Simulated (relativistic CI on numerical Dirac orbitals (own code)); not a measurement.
## Br²⁵⁺: sensitivity of the levels to the model

Base calculation: Dirac-Coulomb-Breit CI, orbitals from a KLI potential per configuration, QED by a radiative potential, unscaled Slater integrals.

Configurations in the expansion (outside the closed core 1s2): 2s2.2p6, 2s2.2p5.3s, 2s2.2p5.3p, 2s2.2p5.3d, 2s.2p6.3s, 2s.2p6.3p, 2s.2p6.3d, 2s2.2p5.4s, 2s2.2p5.4p, 2s2.2p5.4d, 2s2.2p5.4f, 2s.2p6.4s, 2s.2p6.4p, 2s2.2p4.3s2, 2s2.2p5.5s, 2s.2p6.4d, 2s2.2p5.5p, 2s.2p6.4f, 2s2.2p5.5d, 2s2.2p5.5f, 2s2.2p4.3s.3p, 2s2.2p5.5g, 2s2.2p4.3p2, 2s2.2p4.3s.3d, 2s2.2p4.3p.3d, 2s.2p5.3s2, 2s.2p5.3s.3p, 2s2.2p4.3d2, 2s.2p6.5s, 2s.2p6.5p, 2s.2p6.5d, 2s.2p5.3p2, 2s.2p6.5f, 2s.2p6.5g, 2s.2p5.3s.3d, 2s.2p5.3p.3d. Levels of other configurations are missing.

Variants: (1) Breit term removed; (2) QED terms removed. Shifts of the energy above 2s2.2p6 1S_0, in eV, for the lowest level and the first level of each name with at least 55 % of one term (blank where a level changes its place among those of its configuration and J or its character, or is not in the variant):

| Level | Base | Δ(1) | Δ(2) |
| --- | --- | --- | --- |
| 2s2.2p6 1S_0 | 0.00 | 0.00 | 0.00 |
| 2s2.2p5.3s 3P°_2 | 1539.57 | +1.58 | -0.28 |
| 2s2.2p5.3s 1P°_1 | 1542.66 | +1.55 | -0.28 |
| 2s2.2p5.3s 3P°_0 | 1588.13 | +2.45 | -0.38 |
| 2s2.2p5.3p 3S_1 | 1588.74 | +1.25 | +0.04 |
| 2s2.2p5.3s 3P°_1 | 1589.72 | +2.53 | -0.38 |
| 2s2.2p5.3p 3D_3 | 1601.87 | +1.63 | +0.01 |
| 2s2.2p5.3p 1P_1 | 1602.40 | +1.51 | +0.01 |
| 2s2.2p5.3p 3P_2 | 1606.46 | +1.48 | +0.01 |
| 2s2.2p5.3p 3P_0 | 1621.16 | +1.51 | -0.01 |
| 2s2.2p5.3p 3D_1 | 1639.24 | +2.30 | -0.07 |
| 2s2.2p5.3p 3P_1 | 1651.37 | +2.38 | -0.09 |
| 2s2.2p5.3p 1S_0 | 1661.64 | +1.98 | -0.06 |
| 2s2.2p5.3d 3P°_0 | 1663.76 | +1.39 | +0.04 |

At this charge energies of transitions that change n are usually good to better than 1 %, and those within a shell (Δn = 0) to a few per cent.

Ionisation energy from the two ground configurations alone: base 2727.47 eV; Breit term removed 2729.47 eV. The NIST ASD value (semi-empirical) is 2731.4 eV.

LS names give the leading component of a level, which can be under half, so a name can repeat, a term be missing and a line seem to break the LS rules.
